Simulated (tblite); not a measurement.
Species: C5H11OPS.
Numbering: `[CH3:1][O:2][C@@H:3]1[CH2:4][CH2:5][CH2:6][P@H:7]1=[S:8]` (hydrogens: H9, H10, H11 on C1; H12 on C3; H13, H14 on C4; H15, H16 on C5; H17, H18 on C6; H19 on P7)

Computed with GFN2-xTB (tblite), gas phase: L-BFGS steps from a force-field or distance-geometry start until the largest atomic force falls under 0.01 eV/Å.

At the end of the run (lengths in Å): C3–P7 1.884, O2–C3 1.402, P7=S8 1.931, C6–P7 1.844, C4–H13 1.092, C1–O2 1.405, P7–H19 1.402, C6–P7–S8 119.8°, C3–P7–S8 119.6°, O2–C3–P7 109.6°, C5–C6–P7 103.7°, C1–O2–C3–C4 -171°, O2–C3–C4–C5 -86°, C3–C4–C5–C6 -51°, H19–P7–C3–O2 12°, H19–P7–C6–C5 79°.

Problem. These geometries were met on the way; a selection of coordinates is given. Order them by energy above the end point, lowest first.
A. C3–P7 1.897, O2–C3 1.401, P7=S8 1.937, C6–P7 1.856, C4–H13 1.093, C1–O2 1.404, P7–H19 1.409, C6–P7–S8 118.1°, C3–P7–S8 118.6°, O2–C3–P7 110.8°, C5–C6–P7 106.3°, C1–O2–C3–C4 -163°, O2–C3–C4–C5 -79°, C3–C4–C5–C6 -51°, H19–P7–C3–O2 -3°, H19–P7–C6–C5 93°
B. C3–P7 1.826, O2–C3 1.448, P7=S8 1.958, C6–P7 1.825, C4–H13 1.108, C1–O2 1.419, P7–H19 1.406, C6–P7–S8 114.2°, C3–P7–S8 114.9°, O2–C3–P7 106.3°, C5–C6–P7 105.6°, C1–O2–C3–C4 -161°, O2–C3–C4–C5 -80°, C3–C4–C5–C6 -49°, H19–P7–C3–O2 -10°, H19–P7–C6–C5 97°
C. C3–P7 1.881, O2–C3 1.399, P7=S8 1.929, C6–P7 1.844, C4–H13 1.092, C1–O2 1.404, P7–H19 1.396, C6–P7–S8 118.0°, C3–P7–S8 118.5°, O2–C3–P7 110.8°, C5–C6–P7 105.7°, C1–O2–C3–C4 -163°, O2–C3–C4–C5 -79°, C3–C4–C5–C6 -51°, H19–P7–C3–O2 -1°, H19–P7–C6–C5 91°
D. C3–P7 1.903, O2–C3 1.391, P7=S8 1.923, C6–P7 1.856, C4–H13 1.094, C1–O2 1.401, P7–H19 1.414, C6–P7–S8 117.2°, C3–P7–S8 117.6°, O2–C3–P7 109.0°, C5–C6–P7 106.4°, C1–O2–C3–C4 -163°, O2–C3–C4–C5 -78°, C3–C4–C5–C6 -52°, H19–P7–C3–O2 -5°, H19–P7–C6–C5 94°
E. C3–P7 1.865, O2–C3 1.419, P7=S8 1.917, C6–P7 1.844, C4–H13 1.094, C1–O2 1.410, P7–H19 1.411, C6–P7–S8 115.4°, C3–P7–S8 116.1°, O2–C3–P7 107.0°, C5–C6–P7 106.1°, C1–O2–C3–C4 -162°, O2–C3–C4–C5 -78°, C3–C4–C5–C6 -51°, H19–P7–C3–O2 -8°, H19–P7–C6–C5 96°

Solution. C (0.025 eV), A (0.046 eV), D (0.078 eV), E (0.152 eV), B (0.265 eV).

| step | E above end (eV) | rms distance from the end, all atoms (Å) | largest force (eV/Å) | rms shift of all bonds from the end (Å) |
| --- | --- | --- | --- | --- |
| 10 | 0.025 | 0.171 | 0.145 | 0.002 |
| 5 | 0.046 | 0.178 | 0.261 | 0.005 |
| 3 | 0.078 | 0.181 | 0.593 | 0.007 |
| 1 | 0.152 | 0.186 | 0.660 | 0.008 |
| 0 | 0.265 | 0.187 | 2.354 | 0.020 |

Rows stand in the order of the answer.
